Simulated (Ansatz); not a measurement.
Geometry optimisation, UKS PBE0/def2-SVP (Ansatz 0.2.0).

Input:

```yaml
crystal:
  periodic: [false, false, false]
  atoms:
    - { symbol: "N", position_ang: [-0.8381, 1.513, 0.3059] }
    - { symbol: B, position_ang: [-0.0769, 0.2682, 0.3098] }
    - { symbol: "N", position_ang: [0.3543, -0.326, 1.6192] }
    - { symbol: Si, position_ang: [0.4658, -0.5856, -1.3699] }
    - { symbol: H, position_ang: [-1.8189, 1.3167, -0.1279] }
    - { symbol: H, position_ang: [-1.0491, 1.8623, 1.2837] }
    - { symbol: H, position_ang: [1.4554, -0.3957, 1.5995] }
    - { symbol: H, position_ang: [-0.9069, -0.55368, 0.37697] }
    - { symbol: H, position_ang: [-0.1578, 0.1939, -2.4457] }
    - { symbol: H, position_ang: [-0.1651, -1.9547, -1.3584] }
    - { symbol: H, position_ang: [1.8451, -0.6649, -1.4683] }
magnetization:
  spin_polarized: true
basis:
  gaussian: { orbitals: def2-SVP }
hamiltonian:
  xc: pbe0
relax:
  f_tol: 0.02
  max_steps: 50
output:
  orbitals: {}
```

Run as:

```bash
$ ansatz run input.yaml --threads 2 --pin off --max-ram 3072MiB --backend cpu --events-out ev --progress --plain --runs-dir out
```

Problem. Where does it end, and by what steps?

Solution. The forces met the threshold. After 39 steps the energy has fallen by 4.140 eV; H7 moved furthest, 2.08 Å. Parted: B2–Si4, B2–H8. Joined: Si4–H8.

```
step  energy less start (eV)  largest force component (eV/Å)  accepted
   0                  0.0000                           3.165       yes
   2                 -1.4668                           2.163       yes
   4                 -2.3847                           1.697       yes
   6                 -3.0077                           2.069       yes
   8                 -3.5055                           1.389       yes
  10                 -3.8437                           1.312       yes
  12                 -4.0265                           0.367       yes
  14                 -4.0393                           0.190       yes
  16                 -4.0555                           0.485       yes
  18                 -4.0626                           0.159       yes
  20                 -4.0714                           0.236       yes
  22                 -4.0841                           0.337       yes
  24                 -4.0943                           0.544       yes
  26                 -4.1113                           1.005       yes
  28                 -4.1302                           0.123       yes
  30                 -4.1329                           0.086       yes
  32                 -4.1349                           0.150       yes
  34                 -4.1380                           0.039       yes
  36                 -4.1389                           0.047       yes
  38                 -4.1394                           0.031       yes
  39                 -4.1396                           0.019       yes
```

```xyz
11
Properties=species:S:1:pos:R:3
N -0.649 1.100 0.512
B 0.012 0.774 1.703
N 0.608 0.459 2.753
Si 0.007 -0.930 -2.032
H -1.643 0.925 0.433
H -0.358 1.918 -0.008
H 1.106 0.177 3.567
H -0.894 -1.651 -1.087
H -0.645 0.329 -2.504
H 0.247 -1.803 -3.223
H 1.316 -0.625 -1.387
```

Whether the end is a true minimum wasn't checked by a vibrational analysis.

The run took 110 s on 2 threads of Arm Neoverse V2, with other jobs on the host, peak memory 0.28 GiB.
